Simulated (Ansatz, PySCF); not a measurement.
Sn(Cl)3(SeH) (Cl3HSeSn), SMILES [Cl][Sn]([SeH])([Cl])[Cl].

Geometry: B3LYP-D3(BJ)/def2-SVP. The structure was generated by enumeration; whether it is a known compound was not checked. The def2 effective core potentials stand for the cores of Sn; spin–orbit coupling is left out. The values are those of a single conformer.

Vertical ionisation energy (IE) and electron affinity (EA) in eV. Rows of orbital energies are one-electron estimates. Where ΔSCF, EOM or ADC give a negative EA the extra electron is unbound and the value depends on the basis.

```
level                                                                 IE    EA
------------------------------------------------------------------  ----  ----
−ε(HOMO), −ε(LUMO), r2SCAN/def2-TZVP (PySCF)                        7.21  4.09
−ε(HOMO), −ε(LUMO), PBE/def2-TZVP (PySCF)                           6.89  4.18
ΔSCF, PBE/def2-SVPD (Ansatz), final states of multiplicity 2 and 2  9.80  2.00
```

Q: What vertical singlet–triplet gap does ΔSCF give with PBE/def2-SVPD (Ansatz, a quantum-chemistry and plane-wave program)? (The exact figures need the calculation; the answer reports its results.)

A: 2.96 eV (triplet above singlet where positive).
